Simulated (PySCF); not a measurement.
**How methods differ on the excitation energy of C**

C [He] 2s2 2p2 (3P) → C [He] 2s2 2p1 3s1 (3P), as a difference of total energies. Calculation: PySCF 2.14, in aug-cc-pwCVTZ; no relativity, point nucleus. Correlated levels: valence: 1s2 frozen. The calculations carry no spin-orbit coupling.

```csv
method,excitation energy (cm⁻¹)
UHF,60939
MP2 (valence),63113
SCS-MP2 (valence),62295
CCSD (valence),61691
CCSD(T) (valence),61689
```

Errors of the correlated levels include the incompleteness of this basis and the frozen core.

The promoted electron is Rydberg-like, and one or two diffuse shells describe it only roughly, which tends to raise the upper state.

For comparison: 60343 cm⁻¹ (measured; NIST levels, between the centres of gravity of the two terms).
